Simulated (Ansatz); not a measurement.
Consider the cleavage of the Si–Si bond: `C=C(C)[SiH2][SiH3]` + `[OH][Sn][Cl]` → `[SiH3][O][Sn][Cl]` + `C=C(C)[SiH3]`.

Program: Ansatz. Geometries: PBE0-D4/def2-TZVP. ΔE: electronic, gas phase. CCSD(T)/CBS is the MP2 limit (def2-TZVPP, def2-QZVPP) plus CCSD(T) − MP2 in def2-TZVPP, frozen cores. Functionals use def2-TZVPP. B3LYP here is the variant with VWN-RPA as its local correlation; programs differ in this. HSE06 is defined as in plane-wave codes. def2 core potentials past Kr. For Sn outer-core shells are correlated without core-valence functions, which leaves a few kJ/mol of doubt a bond. Each species was taken in one conformer, which may not be the lowest.

Problem. Is it downhill or uphill in electronic energy at CCSD(T)/CBS, and by how much? (Estimate.)

Solution. Ansatz gave: Downhill: ΔE = -1.14 eV.

Problem. What do these levels give: revPBE-D4, B3LYP-D4, HSE06-D4, PBE-QIDH, BLYP, B3LYP, BHLYP, CAM-B3LYP, HF/def2-SVP, CCSD(T)/def2-TZVPP, HF/def2-QZVPP, HF/CBS(def2)? (Estimate.)

Solution. Ansatz gave: revPBE-D4 -0.86, B3LYP-D4 -1.14, HSE06-D4 -0.95, PBE-QIDH -1.10, BLYP -1.07, B3LYP -1.14, BHLYP -1.27, CAM-B3LYP -1.21, HF/def2-SVP -1.45, CCSD(T)/def2-TZVPP -1.15, HF/def2-QZVPP -1.46, HF/CBS(def2) -1.47 eV.

Problem. What do rigid-rotor, harmonic-oscillator terms from PBE0-D4/def2-TZVP frequencies (298.15 K, 1 bar) make of the CCSD(T)/CBS value? (Estimate.)

Solution. The calculation gave: ΔZPE = -0.03 eV, ΔH = -1.17 eV, ΔS = -1 J/(mol·K), ΔG = -1.17 eV. Modes under 50 cm⁻¹ make the entropy rough.

Largest T1 diagnostic among the species: 0.017.

At CCSD(T), def2-SVP lies −0.05 eV from the extrapolated value and def2-TZVPP −0.01 eV. From BLYP to BHLYP (50 % exact exchange), in def2-TZVPP and without D4, ΔE moves by −0.21 eV. Leaving LDA and LC-ωPBE aside and taking each functional with its dispersion term where it has one, the values, not all of them listed here, spread over 0.43 eV, from BHLYP-D4 to PBE-D4.
